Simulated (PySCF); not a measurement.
## Electron correlation in Sc⁺ (scandium, charge +1)

[Ar] 3d1 4s1, high-spin 3D determinant. All numbers are calculated (PySCF 2.14, the non-relativistic Hamiltonian (point nucleus), in 6-31G* (5s4p2d1f, 34 functions)). Frozen: [Ar]; 2 electrons correlated.

Total MP2 correlation energy: -1.38 mhartree.

Same-spin part -1.38 and opposite-spin part 0.00 mhartree; SCS-MP2 scales them by 1/3 and 6/5 to -0.46 mhartree.
